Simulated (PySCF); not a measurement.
Species: C5H4FS (charge +1).
Z-matrix (Å and degrees, GFN2-xTB geometry), rows numbered from 1:
```
F 
C   1  1.3109
C   2  1.3986  1  118.12
C   3  1.3684  2  121.92  1   179.95
S   4  1.6955  3  124.81  2     0.11
C   5  1.6954  4  102.75  3    -0.04
C   6  1.3684  5  124.81  4    -0.08
H   3  1.0827  2  118.06  1    -0.05
H   4  1.0814  3  120.63  2  -179.92
H   6  1.0814  5  114.57  4   179.92
H   7  1.0827  2  118.06  1    -0.03
```

NICS is the negative of the GIAO shielding at a point without a nucleus: at the ring centre (0) and 1 Å above and below it (1); zz is the component along the ring normal. Level: GIAO PBE0/pcSseg-1 (PySCF, non-relativistic, gas phase) on the GFN2-xTB geometry, one conformer.

Ring bond lengths (Å), with Mayer bond orders in brackets: C2–C3 1.399 (1.35), C3–C4 1.368 (1.49), C4–S5 1.695 (1.27), S5–C6 1.695 (1.27), C6–C7 1.368 (1.49), C7–C2 1.398 (1.35).

Q: Give the NICS values of each ring in ppm.

A: 
```
             ring                                               type  NICS(0)  NICS(1), two faces  NICS(1)zz, two faces  rms pucker (Å)  centre to ring atoms, mean (Å)
C2–C3–C4–S5–C6–C7  6-membered ring with S; formal bonds all aromatic     -8.4       -10.3 / -10.3         -23.9 / -23.9            0.00                            1.48
```

Q: What can be read from them?

A: 
- C2–C3–C4–S5–C6–C7: mean NICS(1)zz -23.9 ppm, shielded, aromatic by this magnetic criterion (flat ring, no four-coordinate atom).

Q: And the bond-length index? HOMA = 1 − mean of α(R − Ropt)² over the ring bonds, with Krygowski's 1993 parameters (CC: Ropt 1.388 Å, α 257.7 Å⁻²; CS: Ropt 1.677 Å, α 94.09 Å⁻²).

A: 
- C2–C3–C4–S5–C6–C7: HOMA 0.95; the largest term is that of C6–C7, α(R − Ropt)² = 0.10. The geometric and the magnetic index point the same way.

Q: What field does 14.1 T along the ring normal induce along that normal at the second NICS(1) probe listed for ring C2–C3–C4–S5–C6–C7, 1 Å off the ring?

A: NICSzz × B0 = -23.9 ppm × 14.1 T = -337 μT, against the applied field.

Q: List the ring angles and the Hirshfeld charges of the ring atoms.

A: 
- C2–C3–C4–S5–C6–C7: C2 123.8° (+0.182 e), C3 121.9° (-0.004 e), C4 124.8° (+0.026 e), S5 102.7° (+0.341 e), C6 124.8° (+0.026 e), C7 121.9° (-0.004 e); sum 720.0° against 720° for a flat convex ring.

Q: How shielded are the nuclei of the rings and their hydrogens (means over atoms taken as equivalent)?

A: 
| atoms | environment | σ isotropic (ppm) |
| --- | --- | --- |
| C2 | aromatic C–F carbon | -0.9 |
| C3 (×2) | aromatic CH carbon | 51.5 |
| C4 (×2) | aromatic CH next to a ring sulfur | 15.1 |
| S5 | ring sulfur | 172.7 |
| H8 (×2) | aromatic hydrogen | 22.72 |
| H9 (×2) | aromatic hydrogen | 21.71 |

Time: 14 s. Hardware: one thread of an Arm Neoverse V2, no GPU, on a shared host. This is the whole shielding run at PBE0/pcSseg-1, SCF included.
